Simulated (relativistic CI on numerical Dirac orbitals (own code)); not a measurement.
# d5 in a ligand field

Computed with a parametric ligand-field model of a d^n configuration (Racah B and C, spin-orbit zeta, crystal field), exact diagonalisation.

Field parameters in Wybourne normalisation: Oh B⁴₀ = 21Dq, B⁴₄ = √(5/14) B⁴₀; Td as Oh with Dq negative (B⁴₀ = 21Dq, B⁴₄ = √(5/14) B⁴₀). The field is a parameter set, without covalency.

Lowest levels for B = 450, C = 2230, ζ = 750 cm⁻¹, Oh, 10Dq = 10450 cm⁻¹?

Γ7 0 (S 2.48), Γ8 4 (S 2.48), Γ7 4946 (S 0.84), Γ8 6232 (S 1.02), Γ8 7135 (S 1.50), Γ6 7364 (S 1.50), Γ8 7721 (S 1.20), Γ7 7800 (S 1.34), Γ6 10112 (S 1.50) cm⁻¹, with S from ⟨S²⟩ = S(S + 1). The ground level has 1.98 electrons in the cubic e pair.

Lowest levels for B = 520, C = 2350, ζ = 640 cm⁻¹, Td, 10Dq = -3000 cm⁻¹?

Γ7+Γ8 0 (S 2.50), Γ8 15195 (S 1.49), Γ6 15228 (S 1.50), Γ7 15269 (S 1.49), Γ8 15306 (S 1.49), Γ6 16467 (S 1.50), Γ8 16487 (S 1.50), Γ8 16586 (S 1.49), Γ7 16654 (S 1.49) cm⁻¹, with S from ⟨S²⟩ = S(S + 1). The ground level has 2.00 electrons in the cubic e pair.

Lowest levels for B = 620, C = 2950, ζ = 730 cm⁻¹, Oh, 10Dq = 13100 cm⁻¹?

Γ7 0 (S 2.49), Γ8 1 (S 2.49), Γ7 8530 (S 0.92), Γ8 9641 (S 1.19), Γ8 10306 (S 1.50), Γ6 10504 (S 1.50), Γ7 11068 (S 1.25), Γ8 11164 (S 1.01), Γ6 14344 (S 1.50) cm⁻¹, with S from ⟨S²⟩ = S(S + 1). The ground level has 1.99 electrons in the cubic e pair.

Lowest levels for B = 1000, C = 4070, ζ = 750 cm⁻¹, Oh, 10Dq = 33050 cm⁻¹?

Γ7 0 (S 0.51), Γ8 1351 (S 0.51), Γ8 13323 (S 2.19), Γ7 13356 (S 2.20), Γ8 14956 (S 1.50), Γ6 15107 (S 1.50), Γ8 15524 (S 1.90), Γ7 15582 (S 1.88), Γ6 22100 (S 1.50) cm⁻¹, with S from ⟨S²⟩ = S(S + 1). The ground level has 0.06 electrons in the cubic e pair.

Lowest levels for B = 580, C = 2200, ζ = 600 cm⁻¹, Oh, 10Dq = 17300 cm⁻¹?

Γ7 0 (S 0.53), Γ8 1108 (S 0.52), Γ8 5936 (S 2.32), Γ7 5961 (S 2.34), Γ8 7753 (S 1.50), Γ6 7878 (S 1.50), Γ8 8026 (S 1.73), Γ7 8111 (S 1.71), Γ6 11838 (S 1.50) cm⁻¹, with S from ⟨S²⟩ = S(S + 1). The ground level has 0.08 electrons in the cubic e pair.
